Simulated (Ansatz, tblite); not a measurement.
Cost and result up the ladder for Li₃N (4 atoms). Total charge 0; singlet. Geometry: PBE0-D4/def2-TZVP.

```xyz
4

Li   -1.1260    0.6846   -1.1031
Li    0.1460   -1.7074    0.1299
Li    0.9910    1.0228    0.9619
N    -0.0110    0.0000    0.0113
```

Ansatz on 4 threads of Arm Neoverse V1 on a shared host; xTB runs through tblite on one thread. Times are rough, summed over both states, and most runs start from the orbitals of an earlier one. PBE-QIDH/def2-TZVP serves as the yardstick here, not as an exact answer. The other state is a triplet at its own geometry, which has other bonds, so the gap mixes isomer and spin.

The xTB rows come from tblite. LC-ωPBE has ω = 0.4 bohr⁻¹. B3LYP takes the VWN-RPA correlation. Correlated methods freeze 1 core orbital; core or outer-core shells of Li are correlated, in sets that lack core-valence functions. The structure comes from a short search, and lower isomers may exist.

Run but left out: HF/STO-3G (singlet: restricted singlet, unstable in another Hartree–Fock run and untested here); HF/def2-TZVP, HF/def2-TZVPP (singlet: restricted singlet, unstable towards broken spin symmetry).

Correlated methods converge slowly with the basis.

xTB has no spin-polarisation term.

| level | functions | wall time | triplet − singlet (eV) | difference from PBE-QIDH/def2-TZVP (eV) | remarks |
| --- | --- | --- | --- | --- | --- |
| GFN1-xTB | 16 | 0.005 s | 2.72 | 1.94 | – |
| GFN2-xTB | 16 | 0.006 s | 1.98 | 1.20 | – |
| MP2/def2-TZVP | 73 | 0.61 s | 1.26 | 0.48 | restricted SCF unstable (singlet) |
| LDA (SPW92)/def2-TZVP | 73 | 0.75 s | 1.18 | 0.40 | – |
| PBE-D4/def2-TZVP | 73 | 1.1 s | 0.83 | 0.05 | – |
| B3LYP-D4/def2-TZVP (with forces) | 73 | 1.3 s | 0.70 | -0.08 | – |
| PBE-QIDH/def2-TZVP | 73 | 1.5 s | 0.78 | 0.00 | – |
| RPA@PBE/def2-TZVP | 73 | 1.8 s | 0.46 | -0.32 | – |
| LC-ωPBE/def2-TZVP | 73 | 2.2 s | 0.66 | -0.12 | – |
| PBE0-D4/def2-TZVP | 73 | 3 s | 0.59 | -0.19 | – |
| r2SCAN-D4/def2-TZVP | 73 | 3.4 s | 0.64 | -0.14 | – |
| CCSD(T)/def2-TZVPP | 88 | 3.8 s | 0.87 | 0.09 | large T1 (0.032) (singlet), restricted SCF unstable (singlet) |
| ωB97X-V/def2-TZVP | 73 | 7.6 s | 0.79 | 0.01 | – |
